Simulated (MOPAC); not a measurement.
MOPAC input (PM7):

```
PM7 PRECISE GNORM=0.05 LET XYZ UHF MS=0.5 GEO-OK AUX(PRECISION=9) THREADS=1
Br2Sb

Sb    0.14925100 1   -0.58985300 1    0.71379300 1
Br    1.76580500 1    0.89714800 1   -0.52576700 1
Br   -1.98328500 1   -0.03764800 1   -0.51433100 1
```

Output:

```
 *******************************************************************************
 **                                                                           **
 **                              MOPAC v23.2.5                                **
 **                                                                           **
 *******************************************************************************
 ** MOPAC's Digital Object Identifier: https://doi.org/10.5281/zenodo.6511958 **
 **                                                                           **
 ** Please cite the open-source release paper for use of this MOPAC version:  **
 ** J. E. Moussa and J. J. P. Stewart (2026)                                  **
 ** MOPAC: An open-source semiempirical molecular orbital program             **
 ** J. Open Source Softw., 11(119), 8025, https://doi.org/10.21105/joss.08025 **
 *******************************************************************************

                              PM7 CALCULATION RESULTS

 *******************************************************************************
 *  PM7        - The PM7 Hamiltonian to be used
 *  GEO-OK     - OVERRIDE INTERATOMIC DISTANCE AND OTHER SAFETY CHECKS
 *  UHF        - UNRESTRICTED HARTREE-FOCK CALCULATION
 *  MS=        - IN MECI, MAGNETIC COMPONENT OF SPIN =  0.5
 *  LET        - OVERRIDE SOME SAFETY CHECKS
 *  PRECISE    - TIGHTER CRITERIA TO BE USED
 *  XYZ        - CARTESIAN COORDINATE SYSTEM TO BE USED
 *  GNORM      - EXIT WHEN GRADIENT NORM DROPS BELOW 0.050
 *  AUX        - OUTPUT AUXILIARY INFORMATION
 *******************************************************************************
PM7 PRECISE GNORM=0.05 LET XYZ UHF MS=0.5 GEO-OK AUX(PRECISION=9) THREADS=1
 Br2Sb

   ATOM   CHEMICAL          X               Y               Z
  NUMBER   SYMBOL      (ANGSTROMS)     (ANGSTROMS)     (ANGSTROMS)

     1      Sb          0.14925100  *  -0.58985300  *   0.71379300  *
     2      Br          1.76580500  *   0.89714800  *  -0.52576700  *
     3      Br         -1.98328500  *  -0.03764800  *  -0.51433100  *

          CARTESIAN COORDINATES

    NO.       ATOM           X           Y           Z

     1        Sb          0.1493     -0.5899      0.7138
     2        Br          1.7658      0.8971     -0.5258
     3        Br         -1.9833     -0.0376     -0.5143

 General Reference for PM7:
 "Optimization of Parameters for Semiempirical Methods VI: More Modifications to the
 NDDO Approximations and Re-optimization of Parameters", J. J. P. Stewart, J. Mol. Mod., 1:32, 19 (2013)
 https://link.springer.com/article/10.1007/s00894-012-1667-x

           Empirical Formula: Sb Br2  =     3 atoms

      MOLECULAR POINT GROUP   :   C2v

          UHF CALCULATION, NO. OF ALPHA ELECTRONS =   10
                           NO. OF BETA  ELECTRONS =    9

          Geometry optimization using EF

          DIAGONAL MATRIX USED AS START HESSIAN

 CYCLE:     1  GRAD.:    35.509 HEAT: -4.756507
 CYCLE:     2  GRAD.:    73.318 HEAT: -2.229313
 CYCLE:     3  GRAD.:     5.598 HEAT: -5.988909
 CYCLE:     4  GRAD.:     1.182 HEAT: -6.020860
 CYCLE:     5  GRAD.:     0.804 HEAT: -6.025945
 CYCLE:     6  GRAD.:     0.907 HEAT: -6.029829
 CYCLE:     7  GRAD.:     0.439 HEAT: -6.031592
 CYCLE:     8  GRAD.:     0.086 HEAT: -6.031757
 CYCLE:     9  GRAD.:     0.008 HEAT: -6.031775

     GRADIENT =  0.00821 IS LESS THAN CUTOFF =  0.05000

 -------------------------------------------------------------------------------
 PM7 PRECISE GNORM=0.05 LET XYZ UHF MS=0.5 GEO-OK AUX(PRECISION=9) THREADS=1
 Br2Sb

     GEOMETRY OPTIMISED USING EIGENVECTOR FOLLOWING (EF).
     SCF FIELD WAS ACHIEVED

                              PM7 CALCULATION
                                                       MOPAC v23.2.5 Linux

          FINAL HEAT OF FORMATION =         -6.03178 KCAL/MOL =     -25.23695 KJ/MOL

          COSMO AREA              =        130.21 SQUARE ANGSTROMS
          COSMO VOLUME            =        123.85 CUBIC ANGSTROMS

          GRADIENT NORM           =          0.00821          =       0.00474 PER ATOM
          IONIZATION POTENTIAL    =          8.691428 EV
          ALPHA SOMO LUMO (EV)    =         -8.691 -1.509
          BETA  SOMO LUMO (EV)    =        -10.698 -2.242
          NO. OF ALPHA ELECTRONS  =         10
          NO. OF BETA  ELECTRONS  =          9
          MOLECULAR WEIGHT        =        281.5580         POINT GROUP:  C2v

          MOLECULAR DIMENSIONS (Angstroms)

            Atom       Atom       Distance
           Br     3   Br     2     3.85914
           Sb     1   Br     3     1.52088
           Br     2   Sb     1     0.00000

          SCF CALCULATIONS        =         10

   ATOM   CHEMICAL          X               Y               Z
  NUMBER   SYMBOL      (ANGSTROMS)     (ANGSTROMS)     (ANGSTROMS)

     1      Sb          0.13937888  *  -0.55081005  *   0.66654829  *
     2      Br          1.76959501  *   0.87247459  *  -0.49659843  *
     3      Br         -1.97488902  *  -0.06116858  *  -0.48518147  *

                             CARTESIAN COORDINATES

   1   Sb        0.139378881    -0.550810046     0.666548293
   2   Br        1.769595008     0.872474590    -0.496598430
   3   Br       -1.974889024    -0.061168581    -0.485181469

           Empirical Formula: Sb Br2  =     3 atoms

      MOLECULAR POINT GROUP   :   C2v

          ALPHA EIGENVALUES
 -36.17432 -27.69302 -24.05838 -13.11469 -12.63437 -12.32033 -11.38677 -10.83926
 -10.67913  -8.69143  -1.50870  -1.22337  19.21029  19.28571  19.32781  19.94537
  21.00760 253.18485 254.00781 254.14113 255.67855 255.74785 256.18068 256.28547
 257.37867 257.45894 258.24386

           BETA EIGENVALUES
 -33.72724 -27.64319 -23.30205 -13.02215 -12.47233 -11.72048 -11.08465 -10.70693
 -10.69777  -2.24205  -1.16836  -0.89457  19.24815  19.29992  19.32834  19.94496
  21.00588 253.11770 253.86355 254.31774 255.92747 255.99437 256.32086 256.47240
 257.25597 257.67117 258.25148

              NET ATOMIC CHARGES AND DIPOLE CONTRIBUTIONS

  ATOM NO.   TYPE          CHARGE      No. of ELECS.   s-Pop       p-Pop       d-Pop
    1         Sb           0.145826        4.8542     1.97922     2.61652     0.25843
    2         Br          -0.072907        7.0729     1.89250     5.17828     0.00213
    3         Br          -0.072919        7.0729     1.89250     5.17829     0.00213
 DIPOLE           X         Y         Z       TOTAL
 POINT-CHG.     0.170    -0.670     0.811     1.065
 HYBRID         0.090    -0.356     0.431     0.566
 SUM            0.260    -1.026     1.242     1.632

          ATOMIC ORBITAL ELECTRON POPULATIONS

     Atom    s        px        py        pz      x^2-y^2     xz        z^2       yz        xy
    1 Sb   1.97922   0.72116   0.96719   0.92817   0.06220   0.06802   0.03711   0.02893   0.06216
    2 Br   1.89250   1.65794   1.72911   1.79123   0.00047   0.00045   0.00032   0.00033   0.00056
    3 Br   1.89250   1.49861   1.88612   1.79356   0.00057   0.00065   0.00032   0.00013   0.00047

                    (SZ)    =    0.500000
                    (S**2)  =    0.753722

          ATOMIC ORBITAL SPIN POPULATIONS

    Atom   Total    s     px     py     pz   x^2-y^2  xz     z^2    yz     xy
         Atomic
    1 Sb  0.9458  0.001  0.065  0.492  0.389 -0.000 -0.001  0.001 -0.000 -0.001
    2 Br  0.0271  0.001 -0.016  0.023  0.018  0.000  0.000  0.000  0.000  0.000
    3 Br  0.0271  0.001 -0.027  0.034  0.019  0.000  0.000  0.000  0.000  0.000

 **********************
 *                    *
 * JOB ENDED NORMALLY *
 *                    *
 **********************

 == MOPAC DONE ==
```

The geometry given is a B3LYP-D3(BJ)/def2-TZVP minimum.
